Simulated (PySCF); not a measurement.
fluoro(fluorosilylsulfanyl)silane (F₂H₄SSi₂), SMILES F[SiH2]S[SiH2]F.

Geometry: TPSSh-D3(BJ)/def2-SVP. The values are those of a single conformer.

Two levels are set side by side: TDA-PBE/def2-SVPD (PySCF) and TDA-B3LYP/def2-SVPD (PySCF). Vertical, same geometry. The lowest singlet is HOMO→LUMO 95 % with PBE and HOMO→LUMO 95 % with the other functional; states are paired by order. Differences are taken from unrounded values.

| quantity | TDA-B3LYP |
|---|---|
| lowest singlet excitation (eV) | 6.43 |
| lowest triplet excitation (TDA) (eV) | 5.98 |
| first bright state (f over 0.05) (eV) | 7.77 |
| its oscillator strength | 0.10 |

**Question.** What does TDA-PBE give, and how far is it from TDA-B3LYP? (Estimate from the structure and the level; the computed values follow.)

**Answer.** 
| quantity | TDA-PBE | TDA-PBE minus TDA-B3LYP |
|---|---|---|
| lowest singlet excitation (eV) | 5.99 | -0.44 |
| lowest triplet excitation (TDA) (eV) | 5.56 | -0.42 |
| first bright state (f over 0.05) (eV) | 7.24 | -0.53 |
| its oscillator strength | 0.06 | -0.04 |

A lower first singlet is the usual sign of a functional without exact exchange. Differences between two approximate levels are no errors against the true value.

Rough cost on one machine, each run with all the roots and properties that it gave: TDA-B3LYP against TDA-PBE about 2 times.
